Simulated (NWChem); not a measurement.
Species: FeCl2, quintet; SMILES [Cl][Fe][Cl]

```xyz
3

Fe     0.0000     0.0000    -0.1026
Cl     2.1312     0.0000    -0.1035
Cl    -2.1312     0.0000    -0.1035
```
Atoms are numbered in this order, from 1.

Level: B3LYP/6-31G* (spherical d), spin-unrestricted (NWChem), optimised geometry, unscaled harmonic frequencies. 

```json
[
 {"frequency (cm⁻¹)": "63", "IR intensity (km/mol)": "22.6"},
 {"frequency (cm⁻¹)": "334", "IR intensity (km/mol)": "0.0"},
 {"frequency (cm⁻¹)": "501", "IR intensity (km/mol)": "141.8"}
]
```

```yaml
zero_point_energy: 1.3 kcal/mol
thermal correction to the enthalpy at 298.15 K (with zero-point energy): 4.5 kcal/mol
heat capacity Cv: 10.8 cal/(mol K)
dipole_moment: 0.00 D
```

Rigid rotor and harmonic oscillator; modes under 100 cm⁻¹ make the entropy uncertain.
